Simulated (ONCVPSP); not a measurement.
# Al, ONCV: configuration errors across variants

aluminium (Al), optimised norm-conserving Vanderbilt (ONCV), made with ONCVPSP 4.0.1 (Wu-Cohen, scalar-relativistic). Core [Ne], reference 3s2 3p1. Waves: 3s: rc 1.50 bohr, ncon 3, nbas 8, qcut 5.2 1/bohr, 2 projectors, debl 1.9 Ha; 3p: rc 1.75 bohr, ncon 5, nbas 8, qcut 5.3 1/bohr, 2 projectors, debl 2 Ha. Local part: polynomial inside 1.15 bohr (lpopt 4, dvloc0 0 Ha). Core correction: polynomial model core, fcfact 0.35.

All-electron excitation energies from the reference (eV): (1) 3s2 3p0 5.738; (2) 3s1 3p0 24.931; (3) 3s2 3p0.5 2.072; (4) 3s1 3p2 5.129.

A true bound ghost makes a file unfit for plane-wave use even where its test errors are small: the radial tests pick states by their node count and pass the ghost by.

Errors AE − PS in meV (a dash: test not solved or not reliable):

| change | (1) | (2) | (3) | (4) | bound ghosts | GHOST(+) flags above zero |
| --- | --- | --- | --- | --- | --- | --- |
| base | +0.2 | -7.4 | 0.0 | -3.5 | s, p | none |
| p: qcut 3.1 | +0.3 | -6.9 | 0.0 | -3.1 | s, p | p |
| p: qcut 3.9 | +0.3 | -7.0 | 0.0 | -3.1 | s, p | p |
| p: qcut 5.5 | +0.2 | -7.5 | 0.0 | -3.5 | s, p | none |
| p: qcut 6.5 | +0.2 | -7.9 | 0.0 | -3.2 | s, p | none |
| p: qcut 7 | +0.2 | -8.1 | 0.0 | -3.1 | s, p | none |
| p: qcut 8 | +0.1 | -8.5 | 0.0 | -2.9 | s, p | none |

Question: Give the same row for: p: qcut 4.8.

Answer: +0.2, -7.3, 0.0, -3.6; bound ghosts: s, p; GHOST(+) flags above zero: none.
